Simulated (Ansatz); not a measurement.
Program: Ansatz. Geometries: PBE0-D4/def2-TZVP. ΔE: electronic, gas phase. CCSD(T)/CBS adds triple-zeta CCSD(T) − MP2 to the extrapolated MP2 energy (def2 sets, frozen cores). This one scheme is used for every species, atoms too. Functionals use def2-TZVPP. B3LYP here is the variant with VWN-RPA as its local correlation; programs differ in this. Open shells (•) are unrestricted, without spin–orbit coupling.

`F[SiH](F)[SiH3]` → H• + `F[SiH](F)[SiH2]`•  (homolysis of the H–Si bond)

`F[SiH](F)[SiH3]`:

```xyz
8

F     0.931    1.569   -1.299
Si   -0.235    1.066   -0.337
F    -1.575    1.049   -1.199
Si    0.245   -1.103    0.405
H    -0.405    2.089    0.721
H     1.511   -1.080    1.185
H    -0.861   -1.572    1.280
H     0.389   -2.017   -0.757
```

`F[SiH](F)[SiH2]`•:

Z-matrix (Å, degrees):
```
Si
F 1 1.592
Si 1 2.324 2 108.4
F 1 1.593 2 106.3 3 121.4
H 1 1.480 2 108.2 3 -123.6
H 3 1.486 1 113.7 2 -170.5
H 3 1.486 1 115.5 2 58.8
```

```
             level  ΔE (kcal/mol)  difference from CCSD(T)/CBS
         revPBE-D4           87.0                         -6.9
           PBE0-D4           88.7                         -5.2
          B3LYP-D4           92.1                         -1.8
        r2SCANh-D4           88.9                         -5.0
           ωB97X-V           93.8                         -0.1
            B2PLYP           91.8                         -2.1
            revPBE           86.5                         -7.4
             BHLYP           92.2                         -1.7
CCSD(T)/def2-TZVPP           92.1                         -1.8
SCS-MP2/def2-QZVPP           94.3                          0.4
       CCSD(T)/CBS           93.9                            0
```

Largest T1 diagnostic among the species: 0.014.

In def2-TZVPP, CCSD(T) changes the Hartree–Fock value by +18.7 kcal/mol (the triples alone add +0.2 kcal/mol) and MP2 by +16.4 kcal/mol; breaking electron pairs costs correlation energy, which Hartree–Fock lacks. Leaving LDA and LC-ωPBE aside and taking each functional with its dispersion term where it has one, the values spread over 6.8 kcal/mol, from revPBE-D4 to ωB97X-V. LDA lies +9.4 kcal/mol from PBE without D4, its usual overbinding. From BLYP to BHLYP (50 % exact exchange), in def2-TZVPP and without D4, ΔE moves by +2.1 kcal/mol.
